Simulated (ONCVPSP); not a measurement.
**Varying the ONCV potential for Hf (Z = 72)**

Base potential:

- Element: hafnium
- Generator: ONCVPSP 4.0.1
- Type: optimised norm-conserving Vanderbilt (ONCV)
- Functional: PBEsol
- Relativity: fully relativistic
- Frozen core: [Kr] 4d10
- Valence charge: 26
- Reference configuration: 4f14 5s2 5p6 5d2 6s1 6p1
- Partial waves: 5s+6s: rc 2.00 bohr, ncon 5, nbas 9, qcut 5.5 1/bohr, 3 projectors, debl 3 Ha; 5p+6p: rc 2.45 bohr, ncon 3, nbas 7, qcut 5.4 1/bohr, 3 projectors, debl 1.8 Ha; 5d: rc 3.20 bohr, ncon 5, nbas 10, qcut 4.7 1/bohr, 2 projectors, debl 3.7 Ha; 4f: rc 1.15 bohr, ncon 3, nbas 8, qcut 12.8 1/bohr, 2 projectors, debl 0.8 Ha
- Local potential: polynomial inside 1.05 bohr (lpopt 1, dvloc0 0 Ha)
- Core correction: Teter function, fcfact 4.25, rcfact 1.55

Open shells are filled in proportion to 2j + 1.

All-electron outer shells of the reference configuration (PBEsol, scalar-relativistic, ld1.x):

```
shell  level (eV)  outermost node (bohr)  outermost maximum (bohr)
   4p     -380.18                   0.25                      0.46
   4d     -207.99                   0.23                      0.47
   5s      -68.53                   0.55                      1.01
   5p      -37.07                   0.60                      1.16
   4f      -18.34                      –                      0.45
   6s       -6.03                   1.36                      2.85
   5d       -3.91                   0.67                      1.67
   6p       -2.06                   1.65                      3.95
```

Cutoffs, loose and tight: the cutoffs (Ha) at which the residual kinetic energy of the hardest occupied pseudo-wave falls to 1 and 0.1 mHa per electron. They do not see the model core or the augmentation charge, which bear on the density cutoff. Test errors are all-electron minus pseudo excitation energies from the reference, over the configurations 4f14 5s2 5p6 5d2 6s2 6p0; 4f14 5s2 5p6 5d2 6s1 6p0; 4f14 5s2 5p6 5d2 6s0 6p0; 4f14 5s2 5p6 5d3 6s1 6p0. A dash means not determined; rows that change the core or the reference have their own tests.

| change | outcome | cutoff, loose | cutoff, tight | bound ghosts | GHOST(+) flags above zero | largest test error (meV) |
| --- | --- | --- | --- | --- | --- | --- |
| base | generated | 80 Ha | 233 Ha | none | s | +7.2 |
| s: rc 1.56 | generated | 80 Ha | 233 Ha | none | s | +7.4 |
| s: rc 1.72 | generated | 80 Ha | 233 Ha | none | s | +7.3 |
| s: rc 1.9 | generated | 80 Ha | 233 Ha | none | s | +7.3 |
| s: rc 2.1 | generated | 80 Ha | 233 Ha | none | s | +7.2 |
| s: rc 2.22 | generated | 80 Ha | 233 Ha | none | s | +7.2 |
| s: rc 2.36 | generated | 80 Ha | 233 Ha | none | s | +7.2 |
| s: rc 2.52 | generated | 80 Ha | 233 Ha | none | s | +7.2 |
| s: rc 2.72 | generated | 80 Ha | 233 Ha | none | s | +7.2 |
| s: rc 2.92 | generated | 80 Ha | 233 Ha | none | s | +7.3 |

What comes out with this change to the base: s: rc 1.36?

outcome: generated; cutoff, loose: 107 Ha; cutoff, tight: 233 Ha; bound ghosts: none; GHOST(+) flags above zero: s; largest test error (meV): +7.5.

Reading the sweep of the s radius (base included, trends over the rows without a ghost): The loose cutoff falls from 107 Ha at 1.36 to 80 Ha at 2.92 bohr. A larger radius leaves more room for a smooth pseudo-wave, so fewer plane waves are needed; a smaller one forces it to follow the all-electron wave where it bends sharply. The median size of the test errors (rows with all tests solved) rises from 1.3 meV at 1.36 to 3.4 meV at 2.92 bohr. More of the atom is replaced by a form fitted at one configuration, so other configurations suffer as the radius grows.
